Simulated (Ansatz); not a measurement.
Basis-set extrapolation for CH$_{5}$BFN (`NBCF`) (PBE0-D4/def2-TZVP geometry, frozen core, the Gaussian-basis code of Ansatz). Multiplicity 1, RHF reference.

```tsv
	def2-TZVPP	def2-QZVPP
HF	-219.485161	-219.495393
MP2 correlation	-0.735943	-0.793446
CCSD(T) correlation	-0.792224	not run
```

Energies in hartree. Use E(X) = E(∞) + A·exp(−7.88·√X) for Hartree–Fock and E(X) = E(∞) + B·X^(−2.97) for correlation, with X = 3 and 4, and add CCSD(T) minus MP2 of the smaller set to the MP2 limit.

What is the CCSD(T) energy at the basis-set limit?

HF limit: -219.495393 + (-0.010232) × 0.13774 = -219.49680. MP2 limit: -0.793446 + (-0.057503) × 0.74074 = -0.83604. Higher-order term: -0.792224 − (-0.735943) = -0.05628. Total: -220.38912 hartree, 293.4 kJ/mol below CCSD(T)/def2-TZVPP.
